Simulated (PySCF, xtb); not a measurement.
Ge(H)2(Br)(Me) (CH₅BrGe), SMILES [CH3][GeH2][Br].

Harmonic wavenumbers (cm⁻¹) from xtb with GFN2-xTB at its own minimum, in rising order: 116, 134, 294, 397, 582, 590, 659, 793, 812, 823, 1326, 1445, 1446, 1885, 1945, 2999, 3001, 3026.

Problem. What does ωB97X-D3(BJ)/def2-SVP in PySCF give at its own minimum? (An estimate is asked for; the answer gives what the named calculation found.)

Solution. 136, 150, 316, 456, 631, 632, 716, 860, 871, 897, 1281, 1440, 1447, 2201, 2202, 3079, 3187, 3199. Paired by order, the mean absolute difference is 85 cm⁻¹ and the zero-point energies are 31.8 and 33.9 kcal/mol.
